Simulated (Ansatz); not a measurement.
BeP, multiplicity 4 (lowest of 2S+1 = 2, 4 at CCSD(T)/def2-TZVPP on PBE0 minima; our sources give no spin for the ground state, which may be another), most abundant isotopes (9.0122 and 30.9738 u). Constants from fifth-degree fits in 1/R to seven points on the lowest solution found; no spin–orbit coupling, no relativity up to Kr; ω_e x_e and α_e move by some per cent with the fit.

Correlated levels freeze the inner cores; with def2 sets outer-core shells near the valence are correlated too.

Run with Ansatz (a first-principles code) with Gaussian orbitals. Each number belongs to the level named beside it.

Total energies (hartree; each atom in its lowest state at that level) and vibrational constants (cm⁻¹):

| level | E(BeP) at r_e | E(Be) | E(P) | ω_e | ω_e x_e |
|---|---|---|---|---|---|
| PBE/def2-TZVPP | -355.793544 | -14.628245 | -341.102992 | 599 | 4.9 |
| B3LYP/def2-TZVPP | -356.007996 | -14.672020 | -341.280585 | 604 | 5.1 |
| wB97M-V/def2-TZVPP | -355.950407 | -14.661041 | -341.241421 | 622 | 5.0 |
| CCSD(T)/def2-QZVPP | -355.525881 | -14.655539 | -340.829047 | 611 | 5.6 |

Task: Work out D_e and D₀ in eV.

Result: 
D_e = E(Be) + E(P) − E(molecule), times 27.2114 eV; D₀ = D_e − (ω_e/2 − ω_e x_e/4)/8065.54.
- PBE/def2-TZVPP: D_e = 1.695, zero point 0.037, D₀ = 1.658 eV
- B3LYP/def2-TZVPP: D_e = 1.507, zero point 0.037, D₀ = 1.470 eV
- wB97M-V/def2-TZVPP: D_e = 1.305, zero point 0.038, D₀ = 1.266 eV
- CCSD(T)/def2-QZVPP: D_e = 1.124, zero point 0.038, D₀ = 1.086 eV
No counterpoise correction is made.
